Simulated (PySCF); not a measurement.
**Spinor energies of Fe²⁺ (iron, charge +2)**

Start: [Ar] 3d6; 3d3/2 filled at m_j = +3/2; 3d5/2 filled at m_j = -3/2, -1/2, +1/2, +3/2, +5/2. Calculated with PySCF 2.14 in x2c-TZVPall-2c (6s7p4d1f, 54 functions): generalised Hartree-Fock with the X2C-1e Hamiltonian and a Gaussian nucleus; one run each with spin-orbit coupling (SO) switched off, then screened by Boettger's factors. This is a chosen level, not necessarily the ground level.

| spinor shell | electrons | ε, spin-free (eV) | ε, screened SO (eV) | weight of nominal j (screened SO) | rms radius, screened SO (bohr) |
| --- | --- | --- | --- | --- | --- |
| 1s1/2 | 2 | -7193.7 | -7193.6 | 1.000 | 0.0675 |
| 2s1/2 | 2 | -900.78 | -900.74 | 1.000 | 0.288 |
| 2p1/2 | 2 | -766.59 | -775.55 | 0.987 | 0.259 |
| 2p3/2 | 4 | -766.59 | -762.17 | 0.994 | 0.261 |
| 3s1/2 | 2 | -133.74 | -133.73 | 1.000 | 0.872 |
| 3p1/2 | 2 | -93.339 | -94.864 | 0.660 | 0.932 |
| 3d5/2 | 5 | -35.670 | -36.625 | 0.588 | 1.17 |
| 3d3/2 | 1 | -35.670 | -30.892 | 0.790 | 1.27 |

(1) Where does 3p3/2 lie, and what is the 3p spin-orbit splitting (screened SO)?

```csv
quantity,spin-free,screened SO
E (hartree),-1270.52462,-1270.54640
M_J,4,4
⟨J²⟩,20.007,20.007
⟨L²⟩,6.003,6.009
⟨S²⟩,6.004,6.001
```

Each row is a mean over spinors that exchange with the open shell spreads, by up to 15.460 eV (3p3/2).

Rows whose weight is well below 1 are mixtures of j = l ± 1/2: exchange outweighs spin-orbit coupling there, and the label is only the starting occupation.

Without spin-orbit coupling the j labels of p, d and f shells carry no meaning; the spin-free column gives the mean over the occupied spinors of each nl shell.

Results:

(1) At -92.576 eV, 2.288 eV above 3p1/2.
